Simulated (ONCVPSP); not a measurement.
## Building the ONCV potential for P (Z = 15) (Wu-Cohen, scalar-relativistic).

P (Z = 15), optimised norm-conserving Vanderbilt (ONCV), made with ONCVPSP 4.0.1 (Wu-Cohen, scalar-relativistic). Core [Ne], reference 3s2 3p3. Waves: 3s: rc 1.50 bohr, ncon 4, nbas 7, qcut 5 1/bohr, 2 projectors, debl 1.2 Ha; 3p: rc 1.50 bohr, ncon 3, nbas 7, qcut 5.6 1/bohr, local. Local part: the p channel. Core correction: Teter function, fcfact 4.25, rcfact 1.05.

All-electron outer shells of the reference configuration (Wu-Cohen, scalar-relativistic, ld1.x):

```tsv
shell	level (eV)	outermost node (bohr)	outermost maximum (bohr)
2s	-173.69	0.14	0.42
2p	-124.48	–	0.36
3s	-13.93	0.65	1.58
3p	-5.48	0.64	1.83
```

What the tests gave:

* Cutoffs needed: 10 Ha and 14 Ha (the cutoffs (Ha) at which the residual kinetic energy of the hardest occupied pseudo-wave falls to 1 and 0.1 mHa per electron)
* Ghost test: no bound ghost flagged; no localised positive-energy state flagged
* Largest excitation error: +54 meV (all-electron minus pseudo) for 3s2 3p0, out of 4 test configurations
* rms error of d²Exc/dni dnj: 2.08 mHa without and 1.41 mHa with the model core

Generation and tests took about 2 s on one core of a shared server CPU.
